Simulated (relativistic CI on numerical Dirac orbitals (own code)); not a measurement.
## Ti⁴⁺ in a cubic cluster: L2,3 absorption with charge transfer

Computed with a charge-transfer multiplet model of a cubic metal-ligand cluster with up to 2 ligand holes, Slater and spin-orbit integrals from Dirac-Coulomb-Breit ions, Slater integrals scaled by 0.9. The ground state mixes d0 with configurations of k ligand holes L, whose averages lie at kΔ + k(k − 1)U_dd/2; a core hole lowers each added d electron by U_cd. 300 K, Lorentzian 0.4 eV and Gaussian 0.3 eV FWHM.

Atomic integrals in eV (Slater integrals scaled, ζ unscaled), ground: F2dd 7.400, F4dd 4.602, zeta_d 0.013; with the core hole: F2dd 7.400, F4dd 4.602, zeta_d 0.032, zeta_core 3.741, F2cd 5.699, G1cd 4.259, G3cd 2.418. Where a configuration has fewer than two d electrons, the dd integrals are those of d2.

Cluster parameters (eV): Δ = 3.6, U_dd = 4.9, U_cd = 5.5, 10Dq(ligand) = 0.7, V(eg) = 3.55, V(t2g) = -1.7, final-state hopping factor = 0.8.

Weights, n_d and S are thermal averages at 300 K. Photon energies count from the first peak over 30 % of the highest in each spectrum, which can be another peak from case to case. The parameters are a model scan and need not match a compound or its usual spin state. Peaks in eV (height, largest 100): -2.1 (16), 0.0 (70), 3.0 (20), 5.6 (100).

Which parameters give this spectrum?
A. 10Dq = 1.05 eV
B. 10Dq = 0.15 eV
C. 10Dq = 0.75 eV

A. 10Dq = 1.05 eV; the ground state then has 0.73 d electrons and S = 0.00. The choice follows from running the model for each set and comparing peak positions and heights. The space is cut while the next configuration still counts.
